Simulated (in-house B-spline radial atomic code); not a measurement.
Hg. Computed with a B-spline radial atomic code. Model: all-electron spherical atom, spin shells full or empty, radial basis limit, no spin-orbit coupling, Breit or QED, empty-state partial waves extrapolated as (l+1/2)^-4, RPA, G0W0 and static COHSEX of the highest shell as one setting changes (uncorrelated shells keep exact exchange).

Without the two-electron picture change, core correlation of heavy ions comes too large.

Given: element Hg; charge 0; filled core Xe; hamiltonian one-electron scalar X2C; mean-field start LDA VWN5; highest l of empty states 9; nuclear rms radius 5.4648 fm; highest mean-field shell 6s.

Shell: 4f 7 7, 5d 5 5, 6s 1 1 (electrons up and down).

```tsv
lowest nl shells left uncorrelated	RPA correlation energy (hartree)	G0W0 level (eV)	G0W0 minus most complete (meV)	COHSEX level (eV)	removal by RPA minus most complete (meV)
0	-7.244	-10.707	0	-12.891	0
1	-7.0039	-10.707	0.1	-12.891	0
2	-6.7893	-10.707	-0.5	-12.892	0.6
3	-6.1693	-10.707	0.1	-12.891	0.3
4	-5.9685	-10.709	-2.3	-12.897	2.8
5	-5.3479	-10.708	-1.5	-12.896	2.8
6	-4.3198	-10.702	4.4	-12.885	-0.8
7	-4.1286	-10.716	-9.1	-12.918	12
8	?	?	?	?	?
9	?	?	?	?	?
10	-2.3729	-10.736	-28.9	-12.97	9.6
11	-1.0789	-10.643	63.9	-12.813	-30.9
12	-0.68506	-10.615	91.8	-12.796	-85
13	-0.054115	-9.7469	960	-11.15	-1331.7
```

**Question.** What follows for lowest nl shells left uncorrelated = 9?

**Answer.** RPA correlation energy -2.5749 hartree; G0W0 level -10.7 eV; G0W0 minus most complete 6.9 meV; COHSEX level -12.895 eV; removal by RPA minus most complete -20.7 meV.

**Question.** What follows for lowest nl shells left uncorrelated = 8?

**Answer.** RPA correlation energy -3.5529 hartree; G0W0 level -10.717 eV; G0W0 minus most complete -10.4 meV; COHSEX level -12.924 eV; removal by RPA minus most complete 12.1 meV.
